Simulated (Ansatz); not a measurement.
Ideal-gas functions of ClFHO$_{2}$Ta (`[O]=[Ta]([OH])([F])[Cl]`) at 298.15 K and 1 bar, from an Ansatz frequency run at PBE0-D4/def2-TZVP.

Molar mass 268.4 g/mol, point group C1 (symmetry number 1), electronic degeneracy 1, moments of inertia 155.741, 268.289, 288.673 u Å². Harmonic wavenumbers (cm⁻¹, unscaled): 133, 154, 175, 236, 267, 331, 408, 412, 681, 732, 1027, 3921.

Use S(trans) = R[1.5 ln M + 2.5 ln T − 1.1517]; rotational temperatures θ = 24.2544 K / I; S(rot) = R[ln(√π/σ · √(T³/θAθBθC)) + 1.5]; for each mode x = 1.438777 ν̃/T, S = R[x/(eˣ − 1) − ln(1 − e⁻ˣ)] and H = RT x/(eˣ − 1); 1 cm⁻¹ = 0.0119627 kJ/mol; R = 8.31446 J/(mol·K).

By hand: the entropy, in J/(mol·K).

Translation 178.6. Rotation: θ = 0.1557, 0.0904, 0.084 K, giving 116.3. Vibration, mode by mode: 12.14, 10.97, 9.96, 7.67, 6.76, 5.25, 3.91, 3.85, 1.38, 1.13, 0.35, 0.00, in all 63.4. Electronic 0.0. Sum 358.3 J/(mol·K).

By hand: H − E and G − E in kJ/mol, counted from the electronic energy.

Zero-point energy ½ × 8477 × 0.0119627 = 50.7; thermal vibration 10.8; translation, rotation and pV give 4 RT = 9.9. H − E = 71.4 kJ/mol, and G − E = 71.4 − 298.15 × 358.3/1000 = -35.4 kJ/mol.

Vibration gives 18 % of the entropy, 12.1 J/(mol·K) of it from the mode under 150 cm⁻¹: soft modes count most, and the harmonic formula is weakest for them. The sum counts one conformer and one mirror image; others add a mixing term.
